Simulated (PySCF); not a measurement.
C2H10B2N2.
SMILES: `CB(C)NBN`

Jobs on this species (16 atoms, 46 electrons) with PySCF (density fitting). Hardware of each: one thread of an Arm Neoverse V1, shared host. Times come from a shared host and carry two figures at best. Peak memory is the resident size of the whole Python process, interpreter and libraries included.

| level and settings | work | basis functions | SCF cycles | wall time | peak memory |
| --- | --- | --- | --- | --- | --- |
| PBE0/def2-SVPD | 6 singlets by full TDDFT, 2 Tamm–Dancoff triplets, polarisability | 200 | ? | ? | ? |
| PBE0/def2-TZVP, energy threshold 1e-06 Eh, damping 0.1 at the start, DIIS from the seventh cycle | spin–spin couplings from 16 perturbed nuclei, spin–dipole term for 4 of them | 246 | ? | ? | ? |
| PBE0/pcSseg-1 | shieldings, charges and field gradients | 152 | ? | ? | ? |
| HF/ANO-RCC-VDZP, IEF-PCM benzene | shieldings | 134 | 10 | 16 s | 0.84 GiB |
| wB97X-D/def2-SVPD | shieldings | 200 | 12 | 24 s | 0.85 GiB |
| HSE06/pcseg-1, energy threshold 1e-08 Eh | shieldings, charges and field gradients | 134 | 9 | 21 s | 0.71 GiB |
| HCTH407/pcseg-1, grid level 3 | spin–spin couplings from 16 perturbed nuclei, spin–dipole term for 4 of them | 134 | 14 | 26 s | 0.47 GiB |
| mPW1PW91/6-31G | spin–spin couplings from 16 perturbed nuclei, spin–dipole term for 4 of them | 74 | 12 | 11 s | 0.47 GiB |

**Question.** Fill in the missing figures.

**Answer.** 
- PBE0/def2-SVPD; 6 singlets by full TDDFT, 2 Tamm–Dancoff triplets, polarisability: 23 s, 0.81 GiB, 12 SCF cycles
- PBE0/def2-TZVP, energy threshold 1e-06 Eh, damping 0.1 at the start, DIIS from the seventh cycle; spin–spin couplings from 16 perturbed nuclei, spin–dipole term for 4 of them: 65 s, 0.97 GiB, 13 SCF cycles
- PBE0/pcSseg-1; shieldings, charges and field gradients: 14 s, 0.71 GiB, 12 SCF cycles

**Question.** What do all jobs in the table cost together?

**Answer.** About 3.3 min; the longest takes about 32 % of that, and about 5.9 times as long as the shortest.

wB97X-D is run here without its empirical dispersion term; that term would change no orbital, density or response property at a fixed geometry.
